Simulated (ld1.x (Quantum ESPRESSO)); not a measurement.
# N (Z = 7): one change to an RRKJ potential, before and after

- Element: nitrogen
- Generator: ld1.x (Quantum ESPRESSO) 7.5
- Type: norm-conserving RRKJ (Kleinman–Bylander form)
- Functional: LDA (PZ)
- Relativity: scalar-relativistic
- Frozen core: [He]
- Valence charge: 5
- Reference configuration: 2s2 2p2.5 (charge +0.5)
- Partial waves: 2s (bound): rc 0.85 bohr; 2p (bound): rc 1.15 bohr; 3d channel at 0.15 Ry: rc 1.25 bohr
- Local potential: the d channel
- Core correction: none
- rho0: 0.01

All-electron outer shells of the reference configuration (LDA (PZ), scalar-relativistic, ld1.x):

| shell | level (eV) | outermost node (bohr) | outermost maximum (bohr) |
| --- | --- | --- | --- |
| 2s | -24.94 | 0.32 | 1.00 |
| 2p | -13.58 | – | 0.94 |

Change: local potential the s channel.

Cutoffs: the cutoffs (Ry, on a coarse ladder) from which the occupation-weighted sum of valence levels, in a spherical-Bessel basis at the reference potential, stays within 10 and 1 mRy of its value at 400 Ry; they do not see the model core or the augmentation charge, which bear on the density cutoff. Errors are all-electron minus pseudo energies relative to the spin-unpolarised reference configuration.

What does the change do?

The potential gets softer (90 Ry and 160 Ry → 80 Ry and 140 Ry); of the 9 tests that both files solve, the error grows in 1 and shrinks in 0 by more than 15 % and 0.3 meV (median size 49.4 → 55.4 meV); neither file shows a bound ghost.

```tsv
quantity	base	changed
cutoff, loose	90 Ry	80 Ry
cutoff, tight	160 Ry	140 Ry
loose cutoff by channel (10 mRy a level)	s 80 Ry, p 70 Ry	p 70 Ry, s 50 Ry
bound ghosts	none	none
error for 2s2 2p3, meV [ΔE -5.17 eV]	+1.0	+0.9
error for 2s2 2p2, meV [ΔE 8.57 eV]	+2.3	+2.1
error for 2s2 2p1, meV [ΔE 37.53 eV]	+56	+55
error for 2s1 2p3, meV [ΔE 20.02 eV]	+7.3	+7.3
error for 2s1 2p4, meV [ΔE 6.04 eV]	+15	+17
error for 2s0 2p5, meV [ΔE 17.29 eV]	+49	+57
error for 2s2 2p0, meV [ΔE 84.70 eV]	+335	+341
error for 2s2 2p2.5 (spin-polarised), meV [ΔE -2.31 eV]	+256	+256
error for 2s2 2p3 (spin-polarised), meV [ΔE -8.06 eV]	+297	+297
s: phases at 1.35 bohr within 0.05 rad from the reference energy up to (Ry; the scan ends near 5)	to the end of the scan	to the end of the scan
p: phases at 1.35 bohr within 0.05 rad from the reference energy up to (Ry; the scan ends near 5)	to the end of the scan	to the end of the scan
d: phases at 1.35 bohr within 0.05 rad from the reference energy up to (Ry; the scan ends near 5)	to the end of the scan	to the end of the scan
```
